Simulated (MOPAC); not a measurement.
Input for MOPAC: PM3 on BeAl-, 2S+1 = 3, a spin state set in the input, which need not be the lowest, a point of a bond scan (R = 2.304 Å). Charge -1.

```
PM3 1SCF PRECISE CHARGE=-1 UHF MS=1 THREADS=1
AlBe

Be     0.00000000 1     0.00000000 1     0.00000000 1
Al     0.00000000 1     0.00000000 1     2.30351000 1
```

Output:

```
*******************************************************************************
 **                                                                           **
 **                              MOPAC v23.2.5                                **
 **                                                                           **
 *******************************************************************************
 ** MOPAC's Digital Object Identifier: https://doi.org/10.5281/zenodo.6511958 **
 **                                                                           **
 ** Please cite the open-source release paper for use of this MOPAC version:  **
 ** J. E. Moussa and J. J. P. Stewart (2026)                                  **
 ** MOPAC: An open-source semiempirical molecular orbital program             **
 ** J. Open Source Softw., 11(119), 8025, https://doi.org/10.21105/joss.08025 **
 *******************************************************************************

                              PM3 CALCULATION RESULTS

 *******************************************************************************
 *  PM3        - The PM3 Hamiltonian to be used
 *  UHF        - UNRESTRICTED HARTREE-FOCK CALCULATION
 *
 *
 *
 *                 CHARGE ON SYSTEM = -1
 *
 *
 *
 *  MS=        - IN MECI, MAGNETIC COMPONENT OF SPIN =  1.0
 *  PRECISE    - TIGHTER CRITERIA TO BE USED
 *  1SCF       - DO 1 SCF AND THEN STOP
 *  THREADS=1  - MULTI-THREADING NOT USED
 *  T=         - A TIME OF 172800.0 SECONDS REQUESTED
 *  DUMP=N     - RESTART FILE WRITTEN EVERY 7200.0 SECONDS REQUESTED
 *******************************************************************************
PM3 1SCF PRECISE CHARGE=-1 UHF MS=1 THREADS=1
 AlBe

   ATOM   CHEMICAL          X               Y               Z
  NUMBER   SYMBOL      (ANGSTROMS)     (ANGSTROMS)     (ANGSTROMS)

     1      Be          0.00000000  *   0.00000000  *   0.00000000  *
     2      Al          0.00000000  *   0.00000000  *   2.30351000  *



          CARTESIAN COORDINATES

    NO.       ATOM           X           Y           Z

     1        Be          0.0000      0.0000      0.0000
     2        Al          0.0000      0.0000      2.3035

 Be: (PM3): J. J. P. STEWART, J. COMP. CHEM. 10, 209 (1989).
 Al: (PM3): J. J. P. STEWART, J. COMP. CHEM. 10, 209 (1989).

           Empirical Formula: Be Al  =     2 atoms



      MOLECULAR POINT GROUP   :   C*v


          UHF CALCULATION, NO. OF ALPHA ELECTRONS =    4
                           NO. OF BETA  ELECTRONS =    2

 -------------------------------------------------------------------------------
 PM3 1SCF PRECISE CHARGE=-1 UHF MS=1 THREADS=1
 AlBe



     1SCF WAS SPECIFIED, SO BFGS WAS NOT USED
     SCF FIELD WAS ACHIEVED


                              PM3 CALCULATION
                                                       MOPAC v23.2.5 Linux




          FINAL HEAT OF FORMATION =          4.85990 KCAL/MOL =      20.33382 KJ/MOL


          COSMO AREA              =         99.50 SQUARE ANGSTROMS
          COSMO VOLUME            =         87.52 CUBIC ANGSTROMS

          IONIZATION POTENTIAL    =          3.067689 EV
          ALPHA SOMO LUMO (EV)    =         -3.068  5.006
          BETA  SOMO LUMO (EV)    =         -3.381  2.596
          NO. OF ALPHA ELECTRONS  =          4
          NO. OF BETA  ELECTRONS  =          2
          MOLECULAR WEIGHT        =         35.9937         POINT GROUP:  C*v

          MOLECULAR DIMENSIONS (Angstroms)

            Atom       Atom       Distance
           Al     2   Be     1     2.30351
           Al     2   Be     1     0.00000
           Be     1   Al     2     0.00000


          SCF CALCULATIONS        =          1





   ATOM   CHEMICAL          X               Y               Z
  NUMBER   SYMBOL      (ANGSTROMS)     (ANGSTROMS)     (ANGSTROMS)

     1      Be          0.00000000  *   0.00000000  *   0.00000000  *
     2      Al          0.00000000  *   0.00000000  *   2.30351000  *

                             CARTESIAN COORDINATES

   1   Be        0.000000000     0.000000000     0.000000000
   2   Al        0.000000000     0.000000000     2.303510000


           Empirical Formula: Be Al  =     2 atoms



      MOLECULAR POINT GROUP   :   C*v


          ALPHA EIGENVALUES
  -6.11351  -3.79155  -3.56661  -3.06769   5.00602   5.18211   5.18477  11.45688


           BETA EIGENVALUES
  -5.03879  -3.38084   2.59577   2.82527   5.24794   5.29209   5.29423  18.30199


              NET ATOMIC CHARGES AND DIPOLE CONTRIBUTIONS

  ATOM NO.   TYPE          CHARGE      No. of ELECS.   s-Pop       p-Pop
    1         Be           0.219397        1.7806     1.71306     0.06754
    2         Al          -1.219397        4.2194     0.00982     4.20958
 DIPOLE           X         Y         Z       TOTAL
 POINT-CHG.     0.000     0.000    -5.198     5.198
 HYBRID         0.000     0.000     0.673     0.673
 SUM            0.000     0.000    -4.525     4.525


          ATOMIC ORBITAL ELECTRON POPULATIONS

     Atom    s        px        py        pz
    1 Be   1.71306   0.01257   0.00489   0.05007
    2 Al   0.00982   1.98743   0.99511   1.22705


                    (SZ)    =    1.000000
                    (S**2)  =    2.006898


          ATOMIC ORBITAL SPIN POPULATIONS

    Atom   Total    s     px     py     pz
         Atomic
    1 Be  0.2909  0.244 -0.002  0.005  0.043
    2 Al  1.7091 -0.001  0.002  0.995  0.713

 **********************
 *                    *
 * JOB ENDED NORMALLY *
 *                    *
 **********************




 == MOPAC DONE ==
```

The run finished.

Cost: roughly 0.020 core-seconds.
